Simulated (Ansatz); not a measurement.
Basis sets compared for Si₂O₂⁻. Charge -1, multiplicity 2. Geometry PBE0-D4/def2-TZVPD. Ansatz on 4 threads of Arm Neoverse V1 on a shared host; times are rough, and most runs start from earlier orbitals.

```xyz
4

Si   -0.040    1.248   -0.018
Si    0.040   -1.248    0.018
O    -1.015   -0.041   -0.580
O     1.015    0.041    0.580
```

At PBE-D4/def2-SVPD, PBE-D4/def2-TZVPD, PBE0-D4/def2-SVPD, PBE0-D4/def2-TZVPD the highest occupied level of the charge -1 doublet lies above zero (up to 1.76 eV). By energy differences its removal costs 0.40 eV (vertical, to the charge 0 singlet, at CCSD(T)/def2-TZVPPD). The structure comes from a short search, and lower isomers may exist.

```tsv
level	functions	energy (Eh)	HOMO (eV)	LUMO (eV)	wall time
PBE-D4/def2-SVPD	94	-728.8233	1.76	2.71	1 s
PBE0-D4/def2-SVPD	94	-728.8591	1.09	3.37	1.2 s
```

Q: Estimate the rows for PBE-D4/def2-TZVPD, PBE0-D4/def2-TZVPD.

A: 
```csv
level,functions,energy (Eh),HOMO (eV),LUMO (eV),wall time
PBE-D4/def2-TZVPD,166,-729.2080,1.65,2.56,1.9 s
PBE0-D4/def2-TZVPD,166,-729.2435,1.02,3.08,2.6 s
```
